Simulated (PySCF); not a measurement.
**Exercise with solution: oscillator strength and radiative lifetime**

(E)-2-chloro-1,3,3-trifluoroprop-1-ene (C₃H₂ClF₃), SMILES C(F)(/C(=C\F)Cl)F.

The structure is a stationary point at B3LYP-D3(BJ)/def2-SVP. Other conformers were not sampled.

TDA-PBE/def2-SVPD run with PySCF puts the first singlet state with f over 0.02 at 6.24 eV (vertical), with the transition dipole (0.230, -0.269, 0.110) in atomic units.

Find the oscillator strength, the wavelength and the radiative lifetime that this transition would have in vacuum if emission retraced absorption.


|μ|² = 0.1374 au, so |μ| = 0.94 D. ΔE = 6.24/27.211 = 0.2293 hartree. f = (2/3) ΔE |μ|² = 0.021 (the program prints 0.021).
λ = 1239.84/6.24 = 199 nm; ν = 50329 cm⁻¹.
Einstein's coefficient A = 0.6670 ν² f s⁻¹ (ν in cm⁻¹) = 3.5e7 s⁻¹, so τ = 1/A = 28 ns. This state is S2; the lower singlet has f = 0.001. The figure is the radiative limit of this one transition; relaxation, internal conversion, crossing to triplets and a medium change what is measured.
